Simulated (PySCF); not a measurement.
Cr (chromium, neutral) across methods

[Ar] 3d5 4s1, high-spin 7S determinant. Calculation: PySCF 2.14, in aug-cc-pVQZ-DK; scalar relativity by spin-free X2C-1e.

| method | E (hartree) | mean ε 3p β (eV) | mean ε 3d α (eV) | mean ε 4s α (eV) | Σ⟨r²⟩ (bohr²) | ⟨S²⟩ |
| --- | --- | --- | --- | --- | --- | --- |
| PBE0 | -1050.579 | -44.240 | -5.289 | -4.955 | 36.99 | 12.000 |
| LDA | -1048.483 | -41.935 | -3.883 | -4.631 | 37.19 | 12.000 |
| PW91 | -1050.865 | -41.930 | -3.781 | -4.526 | 37.41 | 12.000 |
| BP86 | -1050.949 | -42.108 | -3.820 | -4.621 | 37.23 | 12.000 |
| BLYP | -1050.837 | -41.809 | -3.477 | -4.267 | 37.65 | 12.000 |
| UHF | -1049.65514 | -50.416 | -9.985 | -6.157 | 37.36 | 12.000 |
| PBE | -1050.565 | -41.858 | -3.720 | -4.466 | 37.52 | 12.000 |
| r2SCAN | -1050.762 | -42.376 | -3.868 | -4.715 | 36.75 | 12.000 |
